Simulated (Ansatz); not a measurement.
Basis-set extrapolation for CH6ClFSi2, SMILES `C[Si](F)([SiH3])Cl` (PBE0-D4/def2-TZVP geometry, frozen core, Ansatz 0.2.0). Multiplicity 1, RHF reference.

|  | def2-TZVPP | def2-QZVPP |
| --- | --- | --- |
| HF | -1178.396950 | -1178.434547 |
| MP2 correlation | -0.859681 | -0.934347 |
| CCSD(T) correlation | -0.952358 | not run |

Energies in hartree. Use E(X) = E(∞) + A·exp(−7.88·√X) for Hartree–Fock and E(X) = E(∞) + B·X^(−2.97) for correlation, with X = 3 and 4, and add CCSD(T) minus MP2 of the smaller set to the MP2 limit.

Question: What is the CCSD(T) energy at the basis-set limit?

Answer: HF limit: -1178.434547 + (-0.037597) × 0.13774 = -1178.43973. MP2 limit: -0.934347 + (-0.074666) × 0.74074 = -0.98966. Higher-order term: -0.952358 − (-0.859681) = -0.09268. Total: -1179.52207 hartree, 453.6 kJ/mol below CCSD(T)/def2-TZVPP.
